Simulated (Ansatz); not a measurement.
`C[SiH2][BH][GeH3]`. Total charge 0; spin multiplicity 1. Correlated methods include outer-core shells of Ge, which these sets cover unevenly. Scalar relativity is left out up to krypton.

```xyz
13

C     0.8145    1.7761    0.1490
Si    1.4480    0.0475   -0.2088
B     0.0283   -1.3470   -0.4465
Ge   -1.9065   -1.1045    0.2080
H     0.2489    2.1660   -0.7007
H     1.6400    2.4629    0.3474
H     0.1549    1.7739    1.0197
H     2.2198   -0.4620    0.9715
H     2.3953    0.0798   -1.3612
H     0.3064   -2.3816   -0.9806
H    -2.6812   -0.4744   -0.9727
H    -2.0389   -0.1264    1.3911
H    -2.6295   -2.4104    0.5838
```

Q: Give the diagnostics of a CCSD(T)/def2-TZVPP run (frozen core, the Gaussian-basis code of Ansatz). (An estimate is asked.)

A: The calculation gave: T1 = 0.0124, largest single amplitude 0.034, largest double 0.027, (T) share of the correlation energy 3.4 %, 9 CCSD cycles. The RHF solution is stable towards an unrestricted one. T1 lies under the customary mark of 0.02 for closed shells.
